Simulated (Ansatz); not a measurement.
Spin states of O3W (SMILES [O]=[W](=[O])=[O]), each relaxed at B3LYP-D3(BJ)/def2-TZVP; lowest solutions found, singlets restricted, no spin–orbit coupling, no relativity up to Kr.
Multiplicity 1 (charge 0, multiplicity 1):
```xyz
4

W      0.19382     0.34468     0.25237
O      1.33914    -0.46529    -0.75679
O     -0.58366    -0.85356     1.22496
O     -1.00728     1.04113    -0.77648
```
Multiplicity 3 (charge 0, multiplicity 3):
```tsv
atom	x (Å)	y (Å)	z (Å)
W	0.1325	0.1942	0.1633
O	1.4480	-0.4789	-0.7176
O	-0.5347	-0.8805	1.3293
O	-1.1039	1.2321	-0.8309
```

Run with Ansatz (Gaussian orbitals).  In def2 rows elements past Kr take small-core potentials, without spin–orbit coupling.

The energy of multiplicity 3 less that of multiplicity 1 (kcal/mol) and the share of exact exchange:

```csv
functional,exact exchange (%),value
PBE/def2-TZVPP,0,41.88
PBE0/def2-TZVPP,25,35.60
BLYP/def2-TZVPP,0,38.99
B3LYP/def2-TZVPP,20,35.71
BHLYP/def2-TZVPP,50,24.21
r2SCAN/def2-TZVPP,0,36.08
r2SCANh/def2-TZVPP,10,33.68
```

Take the value as linear in the share of exact exchange along PBE and PBE0. Give the slope, say whether the sign turns, and set the other functionals against that line.


Slope: (35.60 − (41.88))/2.5 = -2.51 kcal/mol for each 10 %. The line keeps its sign from 0 to 100 %. At 50 % it gives 29.3 kcal/mol. The LYP pair gives (24.21 − (38.99))/5 = -2.96 for each 10 %. BHLYP, at 50 %, lies -5.1 from the PBE line. B3LYP, at 20 %, lies -1.1 from the PBE line. r2SCAN, with none, stands -5.8 from PBE. The r2SCAN pair gives -2.40 for 10 %.

Ansatz is a program for electronic structure.
